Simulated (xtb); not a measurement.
CH₃IMg, SMILES [CH3][Mg][I]. All values are semi-empirical tight-binding results from xtb (GFN2-xTB unless named), good for trends rather than for accurate numbers. The structure is a stationary point at GFN2-xTB.

A frequency run showed that this geometry is not a minimum.

For metal compounds this method's bond lengths and energies can be far off.

- point group as xtb finds it = Cs
- orbital gap = 3.05 eV
